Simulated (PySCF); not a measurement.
**[Gd(SH)4]−: from a saddle point downhill**

PySCF 2.14.0, RKS PBE0, Gd lcecp-1-SVP with ECP53, S def2-SVP, H def2-SVP; non-relativistic Hamiltonian with scalar-relativistic core potentials where named; density fitting; no spin-orbit coupling. Relaxed within the symmetry of its start, the geometry (S4) is

```xyz
9

Gd    0.0000    0.0000    0.0000
S     1.5333    1.6738    1.4235
H     2.4569    0.6932    1.5700
S    -1.5333   -1.6738    1.4235
H    -2.4569   -0.6932    1.5700
S     1.6738   -1.5333   -1.4235
H     0.6932   -2.4569   -1.5700
S    -1.6738    1.5333   -1.4235
H    -0.6932    2.4569   -1.5700
```

and its lowest harmonic modes are -126, -54, 54, 56, 64, 66 cm⁻¹ (negative: unstable). It was moved along the lowest mode and relaxed again, within the group D2 that the move left.

Where does it end, and how much lower?

In S4, 0.052 eV lower, after 20 steps:
```xyz
9

Gd    0.0000    0.0000    0.0012
S     1.4642    1.5916    1.5801
H     1.8278    0.5032    2.3011
S    -1.4642   -1.5916    1.5801
H    -1.8278   -0.5032    2.3011
S     1.5896   -1.4666   -1.5777
H     0.5018   -1.8326   -2.2985
S    -1.5896    1.4666   -1.5777
H    -0.5018    1.8326   -2.2985
```

How do the contacts change?


```tsv
contact	saddle (Å)	end (Å)
Gd1–S2 (SH)	2.679	2.678
Gd1–S4 (SH)	2.679	2.678
Gd1–S6 (SH)	2.679	2.678
Gd1–S8 (SH)	2.679	2.678
```


Is the end a minimum?

Yes; lowest modes 60, 61, 63, 64, 78, 98 cm⁻¹.

An lcecp potential fixes the number of 4f electrons, so in runs with it no electron can move into or out of that shell.

State: singlet in the valence, with the 4f electrons in the core potential.
